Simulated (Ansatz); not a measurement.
H₁₂Si₅ (`[SiH3][SiH2][SiH2][SiH2][SiH3]`), one more setting.

```yaml
crystal:
  periodic: [false, false, false]
  atoms:
    - {symbol: Si, position_ang: [-2.540926, 0.396630, -0.634364]}
    - {symbol: Si, position_ang: [-1.228163, -1.508890, -0.297131]}
    - {symbol: Si, position_ang: [0.910032, -1.150620, -1.175010]}
    - {symbol: Si, position_ang: [1.723948, 0.879900, -0.347265]}
    - {symbol: Si, position_ang: [1.501030, 0.919981, 1.980143]}
    - {symbol: H, position_ang: [-1.925008, 1.555472, 0.066376]}
    - {symbol: H, position_ang: [-3.921528, 0.203695, -0.115533]}
    - {symbol: H, position_ang: [-2.614622, 0.709583, -2.087047]}
    - {symbol: H, position_ang: [-1.871700, -2.693628, -0.931225]}
    - {symbol: H, position_ang: [-1.110846, -1.769052, 1.165416]}
    - {symbol: H, position_ang: [0.838990, -1.113265, -2.662921]}
    - {symbol: H, position_ang: [1.826542, -2.255768, -0.776314]}
    - {symbol: H, position_ang: [0.926440, 1.993430, -0.934126]}
    - {symbol: H, position_ang: [3.150536, 1.076499, -0.729188]}
    - {symbol: H, position_ang: [0.064091, 0.794751, 2.344762]}
    - {symbol: H, position_ang: [2.030968, 2.185527, 2.554830]}
    - {symbol: H, position_ang: [2.240223, -0.224225, 2.578599]}
basis:
  gaussian: {orbitals: aug-cc-pVDZ}
hamiltonian: {xc: {name: wB97M-V}}
output: {forces: true}
```

```sh
$ ansatz run in.yaml --threads 4 --pin off --events-out ev --progress --plain --max-ram 11315MiB
```

Shortened log:

```
Functional definition: wB97M-V
2396 factors; integrals over basis functions are off by at most 8.6e-4 eV
1054 factors; integrals over basis functions are off by at most 3.9e-6 eV
mean field evaluation 1: about -39578.1658 eV, gradient 1.3e1 eV
mean field evaluation 2: about -39578.9426 eV, gradient 3.0e0 eV
mean field evaluation 4: about -39578.9988 eV, gradient 2.2e-1 eV
mean field evaluation 8: about -39579.0473 eV, gradient 1.0e-2 eV
mean field -39579.04728139 eV, -1454.5031599491 hartree, gradient 3.2e-5 eV, S^2 0.000000; 0 other end points of the search recorded, 0 dependent functions left out
reference -39579.04744421 eV, -1454.5031659329 hartree; 41, 41 occupied and 202, 202 virtual orbitals, 2396 factors
Total energy: -39579.04744421 eV, -1454.5031659329 hartree
Atom 0 at    -2.540926     0.396630    -0.634364 Å, force    -0.006402     0.001862    -0.000556 eV/Å
Atom 1 at    -1.228163    -1.508890    -0.297131 Å, force    -0.015081    -0.002239    -0.003224 eV/Å
Atom 2 at     0.910032    -1.150620    -1.175010 Å, force     0.008234    -0.010650    -0.011583 eV/Å
Atom 3 at     1.723948     0.879900    -0.347265 Å, force     0.010933     0.006254     0.009247 eV/Å
Atom 4 at     1.501030     0.919981     1.980143 Å, force     0.003183     0.003771     0.006231 eV/Å
Atom 5 at    -1.925008     1.555472     0.066376 Å, force     0.036326     0.065345     0.043401 eV/Å
Atom 6 at    -3.921528     0.203695    -0.115533 Å, force    -0.058365    -0.018304     0.028352 eV/Å
Atom 7 at    -2.614622     0.709583    -2.087047 Å, force     0.004693     0.011944    -0.078433 eV/Å
Atom 8 at    -1.871700    -2.693628    -0.931225 Å, force    -0.027553    -0.056117    -0.032220 eV/Å
Atom 9 at    -1.110846    -1.769052     1.165416 Å, force     0.007600    -0.014319     0.083076 eV/Å
Atom 10 at     0.838990    -1.113265    -2.662921 Å, force    -0.007241     0.009239    -0.074844 eV/Å
Atom 11 at     1.826542    -2.255768    -0.776314 Å, force     0.043736    -0.055298     0.027908 eV/Å
Atom 12 at     0.926440     1.993430    -0.934126 Å, force    -0.046431     0.063025    -0.034099 eV/Å
Atom 13 at     3.150536     1.076499    -0.729188 Å, force     0.068191     0.005977    -0.019342 eV/Å
Atom 14 at     0.064091     0.794751     2.344762 Å, force    -0.083640    -0.005109     0.018278 eV/Å
Atom 15 at     2.030968     2.185527     2.554830 Å, force     0.023915     0.059718     0.014646 eV/Å
Atom 16 at     2.240223    -0.224225     2.578599 Å, force     0.037902    -0.065099     0.023161 eV/Å
Dipole moment:     0.009545    -0.011948    -0.012375 e Å
```

Run time 32 s (4 threads of an Arm Neoverse V1 on a shared host); peak host memory 1.6 GiB.
